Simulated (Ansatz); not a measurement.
Ansatz (a quantum-chemistry and plane-wave program) input (B3LYP-D3(BJ)/def2-TZVP):

Ansatz 0.2 input:
```yaml
crystal:
  periodic: [false, false, false]
  atoms:
    - {symbol: N, position_ang: [1.16723056, 0.02956748, 0.01079549]}
    - {symbol: C, position_ang: [-0.00001036, -0.01640431, -0.00328459]}
    - {symbol: O, position_ang: [-1.21198887, -0.06416471, -0.01784943]}
basis:
  gaussian:
    orbitals: def2-TZVP
hamiltonian:
  xc: b3lyp
  dispersion: d3bj
total_charge: -1
relax: {f_tol: 0.002, max_steps: 150}
```

End of the output:

```
these checks for a lower state are left out or cut short: starts, cluster_reference, orbital_swaps, neighbouring_geometries, increment
integrals: 0.01 GiB planned
486 factors; their error is unknown
mean field: 0.19 GiB planned
mean field -4576.94369988 eV, -168.1995786068 hartree, gradient 1.9e-5 eV, S^2 0.000000; 0 other end points of the search recorded, 0 dependent functions left out
the calculation of the forces begins
reference -4576.94385979 eV, -168.1995844834 hartree; 11, 11 occupied and 82, 82 virtual orbitals, 486 factors
relax step   2: F+E_penalty+E_count = -4576.99643956 eV  Δ(F+E_penalty+E_count) = -2.408e-2 eV  max|allowed force component| = 1.815e-1 eV/Å  Δτ_max = 0.0149 Å  (32 SCF iters, accepted)
these checks for a lower state are left out or cut short: starts, cluster_reference, orbital_swaps, neighbouring_geometries, increment
integrals: 0.01 GiB planned
486 factors; their error is unknown
mean field: 0.19 GiB planned
mean field evaluation 32: about -4576.9440 eV, gradient 2.0e-5 eV
mean field -4576.94398412 eV, -168.1995890524 hartree, gradient 2.0e-5 eV, S^2 0.000000; 0 other end points of the search recorded, 0 dependent functions left out
the calculation of the forces begins
reference -4576.94414403 eV, -168.1995949289 hartree; 11, 11 occupied and 82, 82 virtual orbitals, 486 factors
relax step   3: F+E_penalty+E_count = -4576.99671122 eV  Δ(F+E_penalty+E_count) = -2.717e-4 eV  max|allowed force component| = 3.024e-2 eV/Å  Δτ_max = 0.0018 Å  (33 SCF iters, accepted)
these checks for a lower state are left out or cut short: starts, cluster_reference, orbital_swaps, neighbouring_geometries, increment
integrals: 0.01 GiB planned
486 factors; their error is unknown
mean field: 0.19 GiB planned
mean field -4576.94398949 eV, -168.1995892497 hartree, gradient 2.0e-5 eV, S^2 0.000000; 0 other end points of the search recorded, 0 dependent functions left out
the calculation of the forces begins
reference -4576.94414940 eV, -168.1995951261 hartree; 11, 11 occupied and 82, 82 virtual orbitals, 486 factors
relax step   4: F+E_penalty+E_count = -4576.99671559 eV  Δ(F+E_penalty+E_count) = -4.365e-6 eV  max|allowed force component| = 3.300e-3 eV/Å  Δτ_max = 0.0002 Å  (32 SCF iters, accepted)
these checks for a lower state are left out or cut short: starts, cluster_reference, orbital_swaps, neighbouring_geometries, increment
integrals: 0.01 GiB planned
486 factors; their error is unknown
mean field: 0.19 GiB planned
mean field -4576.94398951 eV, -168.1995892504 hartree, gradient 2.0e-5 eV, S^2 0.000000; 0 other end points of the search recorded, 0 dependent functions left out
the calculation of the forces begins
reference -4576.94414941 eV, -168.1995951268 hartree; 11, 11 occupied and 82, 82 virtual orbitals, 486 factors
relax step   5: F+E_penalty+E_count = -4576.99671563 eV  Δ(F+E_penalty+E_count) = -3.793e-8 eV  max|allowed force component| = 2.316e-5 eV/Å  Δτ_max = 0.0000 Å  (32 SCF iters, accepted)
integrals: 0.01 GiB planned
486 factors; their error is unknown
mean field: 0.19 GiB planned
mean field evaluation 64: about -4576.9440 eV, gradient 1.5e-2 eV
mean field -4576.94398951 eV, -168.1995892504 hartree, gradient 2.0e-5 eV, S^2 0.000000; 1 other end points of the search recorded, 0 dependent functions left out
the calculation of the forces begins
reference -4576.94414941 eV, -168.1995951268 hartree; 11, 11 occupied and 82, 82 virtual orbitals, 486 factors
Total energy: -4576.99687553 eV, -168.2015327759 hartree
Atom 0 at     1.183578     0.030216     0.010983 Å, force     0.000023     0.000002    -0.000001 eV/Å
Atom 1 at    -0.001814    -0.016484    -0.003289 Å, force    -0.000020    -0.000002     0.000003 eV/Å
Atom 2 at    -1.226533    -0.064733    -0.018033 Å, force    -0.000003     0.000001    -0.000002 eV/Å
Dipole moment:    -0.333162    -0.013125    -0.004011 e Å
```
